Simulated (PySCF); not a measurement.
C2H5O2, SMILES COC=[OH+], charge +1. Coordinates come from a B3LYP-D3(BJ)/def2-SVP optimisation. The isomer is the one that the SMILES or the coordinates give; other isomers of the formula were not compared. The values are those of a single conformer.

Computed equilibrium geometry at B3LYP-D3(BJ)/def2-SVP (PySCF confirms it by a frequency run) as bond lengths and angles, and its point group (one conformer of several):
point group Cs.
Atoms: C1 O2 C3 O4 H5 H6 H7 H8 H9. Bonded distances (Å): C1–O2 1.470, C1–H5 1.100, C1–H6 1.094, C1–H7 1.100, O2–C3 1.259, C3–O4 1.275, C3–H8 1.100, O4–H9 0.979. Bond angles (°): O2–C1–H5 109.0, O2–C1–H6 104.7, O2–C1–H7 109.0, H5–C1–H6 110.4, H5–C1–H7 113.0, H6–C1–H7 110.4, C1–O2–C3 124.3, O2–C3–O4 127.3, O2–C3–H8 116.8, O4–C3–H8 115.9, C3–O4–H9 117.2.
Charge +1, spin multiplicity 1.
